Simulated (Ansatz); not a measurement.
Reaction (redistribution): `[NH2][GaH][SiH2][SiH3]` + `OBS` → `[SiH3][SiH2]BS` + `[NH2][GaH][OH]`

Isolated molecules relaxed with PBE0-D4/def2-TZVP in Ansatz; ΔE leaves out vibrations. CCSD(T)/CBS is the MP2 limit (def2-TZVPP, def2-QZVPP) plus CCSD(T) − MP2 in def2-TZVPP, frozen cores. DFT in def2-TZVPP. B3LYP here is the variant with VWN-RPA as its local correlation; programs differ in this. For Ga outer-core shells are correlated without core-valence functions, which leaves a few kJ/mol of doubt a bond. Scalar relativity is left out up to krypton. One conformer a species, not always the lowest.

```tsv
level	ΔE (kJ/mol)
B3LYP	96.4
SCS-MP2/def2-QZVPP	85.2
```

(1) What does CCSD(T)/CBS give? (Best estimate.)

Largest T1 diagnostic among the species: 0.016.

Results:

(1) Ansatz gave: +89.2 kJ/mol. The listed levels differ from it by 7.2, -4.0 kJ/mol.

In def2-TZVPP, CCSD(T) changes the Hartree–Fock value by −4.7 kJ/mol (the triples alone add −0.9 kJ/mol) and MP2 by −6.9 kJ/mol.
